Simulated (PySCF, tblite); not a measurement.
Isomers of C8H17P. Computed values, GFN2-xTB/tblite, gas phase, harmonic and unscaled. The method is semi-empirical: single wavenumbers can be off by several per cent or more. Modes of hydrogen on phosphorus can be 10 to 20 % off. One conformer each.

Electronic energies: PBE0/pcSseg-1 single points on the GFN2-xTB geometries (PySCF, gas phase).

```json
{"SMILES": "CC=P1(C)CCCCC1", "electronic energy, lowest = 0 (kcal/mol)": "15.1"}
{"SMILES": "CCC(C)(C)PC1CC1", "electronic energy, lowest = 0 (kcal/mol)": "6.1"}
{"SMILES": "C=CP(CC)CCCC", "electronic energy, lowest = 0 (kcal/mol)": "1.9"}
{"SMILES": "CCCCP(C)C1CC1", "electronic energy, lowest = 0 (kcal/mol)": "0.0"}
```

**Question.** How do GFN2-xTB zero-point energies change the relative energies?

**Answer.** 
```
         SMILES  ZPE (kcal/mol)  of it from modes above 1550 cm⁻¹  electronic (kcal/mol)  with ZPE, lowest = 0 (kcal/mol)  lowest mode (cm⁻¹)  rings
  CCCCP(C)C1CC1           144.0                              73.1                    0.0                              0.0                  43      1
   C=CP(CC)CCCC           143.1                              75.2                    1.9                              1.1                  24      0
CCC(C)(C)PC1CC1           143.4                              72.4                    6.1                              5.5                  28      1
 CC=P1(C)CCCCC1           143.3                              72.1                   15.1                             14.4                  84      1
```

The zero-point energies span 0.9 kcal/mol, from `C=CP(CC)CCCC` to `CCCCP(C)C1CC1`. The order is unchanged.

**Question.** And how do the electronic energies of GFN2-xTB itself compare?

**Answer.** `CCCCP(C)C1CC1` 0.0; `C=CP(CC)CCCC` 8.5; `CCC(C)(C)PC1CC1` 0.6; `CC=P1(C)CCCCC1` 14.1 kcal/mol, lowest = 0. Against the energies above, taken from the same isomer `CCCCP(C)C1CC1`, the largest difference is 6.6 kcal/mol.

**Question.** What do entropy and thermal enthalpy add at 298.15 K and 1 bar (rigid rotor, harmonic oscillator, one conformer each)?

**Answer.** 
```json
{"SMILES": "CCCCP(C)C1CC1", "point group": "C1", "symmetry number": "1", "S (cal/(mol K))": "111.3", "H − H(0) (kcal/mol)": "8.38", "ZPE + H − H(0) − TS (kcal/mol)": "119.2"}
{"SMILES": "CCC(C)(C)PC1CC1", "point group": "C1", "symmetry number": "1", "S (cal/(mol K))": "107.5", "H − H(0) (kcal/mol)": "8.14", "ZPE + H − H(0) − TS (kcal/mol)": "119.5"}
{"SMILES": "CC=P1(C)CCCCC1", "point group": "C1", "symmetry number": "1", "S (cal/(mol K))": "102.1", "H − H(0) (kcal/mol)": "7.78", "ZPE + H − H(0) − TS (kcal/mol)": "120.7"}
```

Not tabulated: `C=CP(CC)CCCC` (lowest mode only 24 cm⁻¹).
